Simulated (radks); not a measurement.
Results of a calculation; reference values are marked as such.
Polarisability of the selenium ion Se5+, [Ar] 3d10 4s1, at imaginary frequency. Level of theory: non-relativistic Kohn-Sham, LB94 model potential, spin-polarised, spherical densities, point nucleus; open shells are filled with parallel spins first (a radial shooting solver on a logarithmic mesh with Libxc functionals). Response by self-consistent Sternheimer equations with the Hartree and adiabatic LDA kernel.

w (hartree)  alpha1(iw) (bohr^3)  alpha2(iw) (bohr^5)
0.00266                    2.843                3.332
0.0143                     2.842                3.332
0.0360                     2.833                3.330
0.0697                     2.805                3.323
0.118                      2.738                3.307
0.186                      2.597                3.270
0.280                      2.348                3.194
0.413                      1.974                3.046
0.605                      1.517                2.778
0.892                      1.076                2.339
1.35                      0.7292                1.729
2.12                      0.4877                1.074
3.59                      0.3112               0.5506
6.94                      0.1618               0.2250
17.5                     0.04677              0.05431

Static values: alpha1 = 2.843 bohr^3 (0.4213 angstrom^3; uncoupled 3.701), alpha2 = 3.332 bohr^5, alpha3 = 8.528 bohr^7. C6 = 4.581, C8 = 36.10, triple-dipole C9 = 8.545 atomic units. One-pole (London) frequency 4 C6 / (3 alpha1^2) = 0.756 hartree, against 3.103 for minus the highest occupied eigenvalue.
